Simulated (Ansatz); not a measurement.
Reaction: H2Te (tellane, SMILES [TeH2]) → HTe (SMILES [TeH], doublet) + H (doublet) (the H-Te bond breaks)
Each species at its own B3LYP-D3(BJ)/def2-TZVP minimum (Ansatz, a program for electronic structure).

Quantity: bond dissociation energy (electronic), in kJ/mol. Open shells are spin-unrestricted; no spin-orbit coupling. Correlated methods leave the cores frozen (noble-gas shells, and filled d and f shells in the p block). Past Kr the def2 sets carry scalar-relativistic core potentials. CBS(X,Y): correlation extrapolated as X^-3, Hartree-Fock from the larger set. A bracket is a step between two methods taken in the basis named. Where a partner has so few electrons that a lower coupled-cluster level is exact, that level stands in. Spin-orbit terms, left out, reach several kcal/mol for Br and I, and more for heavier atoms.

CCSD(T)/CBS(def2-TZVPP,def2-QZVPP) + [CCSDT(Q) - CCSD(T)]/def2-QZVPP + [CCSDTQ - CCSDT(Q)]/def2-SVP (Ansatz) gives 311.1 kJ/mol.

**Question.** How far off this value is PBE/def2-TZVPD (Ansatz), in which direction, and how far these levels: r2SCAN/def2-TZVPD, B3LYP/def2-TZVPD, PBE0/def2-TZVPD, wB97M-V/def2-TZVPD, B2PLYP/def2-TZVPD, CCSD(T)/CBS(def2-TZVPP,def2-QZVPP)?

**Answer.** PBE gives 306.0 kJ/mol, 5.1 kJ/mol below it. Differences of the others: r2SCAN/def2-TZVPD (Ansatz) -7.0; B3LYP/def2-TZVPD (Ansatz) -4.1; PBE0/def2-TZVPD (Ansatz) -9.9; wB97M-V/def2-TZVPD (Ansatz) -6.4; B2PLYP/def2-TZVPD (Ansatz) -10.4; CCSD(T)/CBS(def2-TZVPP,def2-QZVPP) (Ansatz) -0.2 kJ/mol.
